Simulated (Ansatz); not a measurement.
Correlation energies of CH4CdS, SMILES `[CH3][Cd][SH]` by basis set

```
atom   x (Å)   y (Å)   z (Å)
  C1   0.279  -0.168  -1.403
 Cd2   0.120   0.172   0.668
  S3  -0.026   0.563   2.982
  H4   0.439   0.776  -1.925
  H5  -0.638  -0.627  -1.774
  H6   1.117  -0.835  -1.608
  H7  -1.292   0.119   3.059
```

Total charge 0; spin multiplicity 1. Correlated methods include outer-core shells of Cd, which these sets cover unevenly. Cd takes the def2 core potential. Geometry: relaxed with PBE0-D4/def2-TZVP. It is one conformer, not always the lowest. Frozen core, restricted reference, the Gaussian-basis code of Ansatz.

```tsv
basis	HF (Eh)	MP2 corr.	CCSD corr.	(T)	CCSD(T) total
def2-SVP	?	?	-0.67675	?	?
def2-TZVPP	?	-1.08509	-1.08148	-0.03732	?
def2-QZVPP	-604.65614	-1.19679	–	–	–
```

(1) Fill in the withheld values. (An estimate is asked.)

## Answers

(1) The calculation gave: def2-SVP HF (Eh): -604.41795; def2-SVP MP2 corr.: -0.66061; def2-SVP (T): -0.01815; def2-SVP CCSD(T) total: -605.11285; def2-TZVPP HF (Eh): -604.63975; def2-TZVPP CCSD(T) total: -605.75855.
